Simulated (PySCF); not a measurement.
F5Si, SMILES F[Si-](F)(F)(F)F, charge -1. Atoms are numbered in the order given.

```xyz
6

F      0.0000     0.0000    -1.6953
Si     0.0000     0.0000     0.0000
F     -1.6618     0.0000     0.0000
F      0.8309    -1.4392     0.0000
F      0.8309     1.4392     0.0000
F      0.0000     0.0000     1.6953
```
Charge -1, spin multiplicity 1.

Coordinates come from a TPSSh-D3(BJ)/def2-SVPD optimisation.

Method: PySCF with PBE/def2-SVPD.

ESP charges are fitted to the potential on shells at 1.4 to 2.0 van der Waals radii. Atomic charges (e):

| atom | meta-Löwdin | ESP fit |
|---|---|---|
| F1 | -0.57 | -0.49 |
| Si2 | 1.73 | 1.22 |
| F3 | -0.53 | -0.42 |
| F4 | -0.53 | -0.42 |
| F5 | -0.53 | -0.42 |
| F6 | -0.57 | -0.49 |
